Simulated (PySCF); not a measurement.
Scan of CH4B (anion, charge -1), singlet: twist about the double or partial double bond, both ends planar. Scanned: twist about the central bond. Other coordinates (C-B length, H-C-B angle, H-B-C angle, C-H length, B-H length) were minimised at B3LYP/def2-TZVP.

Method: CCSD(T) on RHF/aug-cc-pVDZ, 2 core orbitals frozen (PySCF).

Scanned values (°): 0, 7.50, 15, 22.50, 30, 37.50, 45, 52.50, 60, 67.50, 75, 82.50, 90.

**Question.** Describe the profile: where are the wells and the tops?

**Answer.** Lower than their neighbours: 0° (0.0 kcal/mol, end of the scan). Higher than their neighbours: 90° (55.0 kcal/mol, end of the scan). The whole profile spans 55.0 kcal/mol.

Near 90° the triplet can lie below this singlet.
